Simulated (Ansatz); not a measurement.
Basis sets compared for Al₁₁Sb₁₀F₃. Charge 0, multiplicity 1. Geometry r2SCAN-D4/def2-SVP. Ansatz on 4 threads of AMD EPYC 7R13 on a shared host and a share (37 GiB) of an NVIDIA H100 80GB HBM3; times are rough, and most runs start from earlier orbitals.

```xyz
24

Al   -1.8383    1.9297   -2.0350
Al    0.9866    2.2549   -1.4988
Al   -1.5312    4.0580   -0.0039
Al    2.7518   -0.3074   -1.6186
Al    0.8783    0.1877   -3.7754
Al    0.6495   -3.0021   -1.1389
Al    0.0686    1.6234    1.3236
Al    2.0974   -1.1062    0.7136
Al   -0.3213   -0.2221   -1.0260
Al   -1.5203   -0.6397    2.6558
Al    0.4857   -3.0951    2.5169
F     1.2865    2.5849    0.2962
F    -2.2944    0.2257    3.8872
F     0.9360   -3.3140    4.1295
Sb   -0.6688    4.2746   -2.3915
Sb   -1.7291   -0.1415   -3.5614
Sb    1.9766   -2.2026   -3.3042
Sb    2.8894    1.8993   -3.1959
Sb   -2.6893    1.0769    0.5106
Sb   -1.9046   -2.4257   -0.6598
Sb    1.1427   -0.0458    2.9720
Sb   -1.8371    3.2532    2.3634
Sb    2.3184   -3.7539    0.7448
Sb   -2.1332   -3.1123    2.0957
```

In the def2 sets Sb takes a core potential; there is no spin–orbit coupling. Single mean-field runs in def2-SVP, def2-TZVP are fitted with def2-universal-jkfit.

Binding counts from free atoms (Al doublet, F doublet, Sb quartet) in the same basis, without a counterpoise term.

```json
{"level": "PBE-D4/def2-SVP", "functions": "500", "energy (Eh)": "-5367.1129", "HOMO (eV)": "-5.00", "LUMO (eV)": "-4.00", "binding per atom (eV)": "3.31", "wall time": "3.9 s"}
{"level": "PBE0-D4/def2-SVP", "functions": "500", "energy (Eh)": "-5367.4484", "HOMO (eV)": "-5.71", "LUMO (eV)": "-3.69", "binding per atom (eV)": "3.19", "wall time": "5 s"}
```

(1) Estimate the rows for PBE-D4/def2-TZVP (with forces), PBE0-D4/def2-TZVP.

Results:

(1) 
```csv
level,functions,energy (Eh),HOMO (eV),LUMO (eV),binding per atom (eV),wall time
PBE-D4/def2-TZVP (with forces),1000,-5368.4867,-4.97,-3.96,3.29,9 s
PBE0-D4/def2-TZVP,1000,-5368.8042,-5.65,-3.60,3.18,16 s
```
